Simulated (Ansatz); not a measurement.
`C[SiH](F)N[SiH2]F` → `C[Si]F` + `N[SiH2]F` at 500 K and 1 bar (silylene formation by 1,1-elimination).

Program: Ansatz. Geometries: PBE0-D4/def2-TZVP. ΔE: electronic, gas phase. CCSD(T)/CBS is the MP2 limit (def2-TZVPP, def2-QZVPP) plus CCSD(T) − MP2 in def2-TZVPP, frozen cores. This one scheme is used for every species. One conformer a species, not always the lowest.

```
            species  CCSD(T)/CBS energy (Eh)  H − E (kJ/mol)  S (J/(mol·K))
`C[SiH](F)N[SiH2]F`               -874.92850           285.0          479.5
           `C[Si]F`               -428.74649           127.8          324.5
         `N[SiH2]F`               -446.07709           152.9          325.1
```

H − E and S are ideal-gas, rigid-rotor, harmonic terms from PBE0-D4/def2-TZVP, for one conformer and one mirror image of each species. 1 Eh = 2625.50 kJ/mol, R = 8.31446 J/(mol·K).

Problem. By hand: ΔE, ΔH, ΔS and ΔG.

Solution. ΔE = (-428.74649) + (-446.07709) − (-874.92850) = 0.10492 Eh = 275.5 kJ/mol. Δ(H − E) = 127.8 + 152.9 − 285.0 = -4.3, so ΔH = 271.2 kJ/mol. ΔS = 324.5 + 325.1 − 479.5 = 170.1 J/(mol·K). ΔG = 271.2 − 500 × (170.1)/1000 = 186.1 kJ/mol.

Problem. By hand: the equilibrium constant, and the temperature at which ΔG would vanish if ΔH and ΔS stayed fixed.

Solution. log₁₀ K = −ΔG/(RT ln 10) = -19.4. ΔG = 0 at ΔH/ΔS = 1594 K.

The number of gas molecules changes by +1, which sets the sign of ΔS. A doubt of 5 kJ/mol in ΔE shifts log₁₀ K by 0.5 here. Other conformers and mirror images would add mixing entropy, several J/(mol·K) or more a flexible species. Modes under 60 cm⁻¹, often nearly free rotors, make the harmonic entropy too high. These are equilibria of isolated gas molecules and say nothing of rates. Largest T1 diagnostic: 0.014 (customary marks: 0.02 for closed shells, 0.045 for open ones).
